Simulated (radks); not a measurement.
Problem. Spin polarisation of the 4f8 shell in the terbium ion Tb3+. Start: [Xe] 4f(up 4, down 4); electrons of 4f are moved from spin down to spin up, other shells keep equal spins. All-electron calculation, non-relativistic Kohn-Sham, SCAN, spin-polarised, spherical densities, point nucleus; meta-GGA in the generalised Kohn-Sham scheme. Program: a radial shooting solver on a logarithmic mesh with Libxc functionals. Estimate the energy gained and the exchange splitting at a moment of 6 Bohr magnetons.

Solution. At moment 6 the spin-polarisation energy is -10.036 eV and the 4f exchange splitting 6.692 eV, that is 1.115 eV per Bohr magneton; E = -I m^2/4 would give I = 1.115 eV.
